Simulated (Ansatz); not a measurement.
Mulliken charges of `O[Si](O)(Cl)[SiH](Cl)Cl` from B3LYP/def2-TZVPP in Ansatz (PBE0-D4/def2-TZVP geometry).

```
atom   x (Å)   y (Å)   z (Å)  charge (e)
  O1  -0.980   0.009   1.722      -0.364
 Si2   0.276   0.123   0.685       0.651
  O3   0.937   1.597   0.825      -0.376
 Cl4   1.617  -1.375   1.124      -0.242
 Si5  -0.368  -0.142  -1.543       0.443
 Cl6   1.279  -0.300  -2.745      -0.217
 Cl7  -1.447  -1.890  -1.620      -0.236
  H8  -1.299  -0.867   1.949       0.198
  H9   1.212   1.911   1.689       0.193
 H10  -1.226   0.934  -2.086      -0.052
```

Task: By hand: the dipole of these point charges (1 e Å = 4.8032 D).

Result: Σ q r = (-0.266, 0.406, 0.352) e Å, of length 0.600 e Å = 2.88 D.

Task: How does the dipole of the full density compare? (Estimate.)

Result: Ansatz gave: (-0.138, 0.134, 0.404) e Å, 2.15 D; the point charges give 1.34 times that, at 30° from its direction.

Point charges leave out the atoms' own dipoles, such as those of lone pairs, and Mulliken's split depends on the basis, so the two needn't agree.

B3LYP here is the variant with VWN-RPA as its local correlation; programs differ in this.
